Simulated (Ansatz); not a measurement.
Isomers of C₃H₆OSi, relaxed with PBE0-D4/def2-TZVP in Ansatz; electronic energies, one conformer each and not always the lowest. Functionals use def2-TZVPP; CBS adds triple-zeta CCSD(T) − MP2 to the MP2 limit of def2-TZVPP and def2-QZVPP.

(1) Order them by energy at frozen-core CCSD(T)/CBS, lowest first. (An estimate is asked.)
A. `C=C1[SiH2]C1O`
B. `C=C1OC[SiH2]1`
C. `[SiH3]C1=CCO1`
D. `CC1[SiH2]C1=O`
E. `[SiH3]OC1=CC1`
F. `C#COC[SiH3]`
G. `COC#C[SiH3]`

(2) How do PBE0-D4, MP2/CBS(def2), HF/CBS(def2), B2PLYP place them (kcal/mol, against `C=C1OC[SiH2]1`)? (Estimate.)

## Answers

(1) B (0.0 kcal/mol), E (5.7 kcal/mol), D (6.7 kcal/mol), C (9.7 kcal/mol), G (14.4 kcal/mol), F (30.6 kcal/mol), A (33.1 kcal/mol).

(2) Computed: 
| isomer | PBE0-D4 | MP2/CBS(def2) | HF/CBS(def2) | B2PLYP |
| --- | --- | --- | --- | --- |
| `C#COC[SiH3]` | 34.3 | 29.8 | 24.7 | 28.9 |
| `COC#C[SiH3]` | 18.1 | 12.7 | 5.8 | 11.6 |
| `[SiH3]C1=CCO1` | 10.4 | 9.1 | 9.6 | 10.1 |
| `CC1[SiH2]C1=O` | 4.4 | 5.4 | 10.2 | 5.3 |
| `C=C1[SiH2]C1O` | 31.8 | 33.8 | 48.8 | 32.3 |
| `[SiH3]OC1=CC1` | 6.7 | 2.9 | 0.9 | 4.8 |
